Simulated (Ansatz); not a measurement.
Correlation energies of C$_{2}$H$_{8}$N$_{2}$OSi (`C=C[Si](N)(N)O`) by basis set

```xyz
14

C     1.887    0.387    1.184
C     1.404   -0.290    0.145
Si   -0.342   -0.142   -0.468
N    -0.922    1.394    0.003
N    -1.527   -1.234    0.128
O    -0.186   -0.476   -2.077
H     1.270    1.091    1.737
H     2.910    0.270    1.531
H     2.072   -0.981   -0.368
H    -0.354    2.218   -0.102
H    -1.905    1.606   -0.042
H    -1.808   -1.174    1.094
H    -1.501   -2.193   -0.177
H    -0.997   -0.476   -2.587
```

Charge 0, multiplicity 1. Geometry: relaxed with PBE0-D4/def2-TZVP. It is one conformer, not always the lowest. Frozen core, restricted reference, Ansatz 0.2.0. CBS rows extrapolate triple and quadruple zeta; past MP2 they add the triple-zeta difference.

```
     basis     HF (Eh)  MP2 corr.
def2-TZVPP  -553.33333   -1.11046
def2-QZVPP  -553.35567   -1.19170
```

Estimate the CCSD correlation energy and the (T) correction in each basis where they were run (hartree).


```
     basis  CCSD corr.       (T)
def2-TZVPP    -1.15046  -0.04630
 CBS(def2)    -1.29187     as TZ
```
